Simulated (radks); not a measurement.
These are the eigenvalues of the occupied orbitals of an atom or ion with whole-number occupations (hartree). Calculated with a radial shooting solver on a logarithmic mesh with Libxc functionals: scalar-relativistic Kohn-Sham, PBE, spin-polarised, spherical densities, point nucleus.

orbital  eigenvalue
1s up     -2799.356
1s down   -2799.355
2s up     -490.7835
2s down   -490.7696
2p up     -426.4780
2p down   -426.4667
3s up     -115.7912
3s down   -115.7860
3p up     -96.99229
3p down   -96.98647
3d up     -76.32199
3d down   -76.31200
4s up     -25.73397
4s down   -25.72029
4p up     -19.56933
4p down   -19.55642
4d up     -12.00490
4d down   -11.98970
5s up      -4.93696
5s down    -4.82961
4f up      -3.59936
4f down    -3.57497
5p up      -3.33993
5p down    -3.20403
5d up      -1.51624
6s up      -1.25311

Which element is it, and in what charge state? The configuration may be excited. Open shells, if any, are filled with parallel spins first.

Answer. Z = 77, iridium, charge +3: Ir3+ in [Xe] 4f14 5d5 6s1. The list shows which subshells hold electrons but not how many an open one holds; the 1s level, -2799.4 hartree, gives Z - s = 74.8 by -(Z - s)^2/2, which with screening and relativity narrows Z to a few neighbours, and the depths of the outer levels then fix element, charge and occupations together.
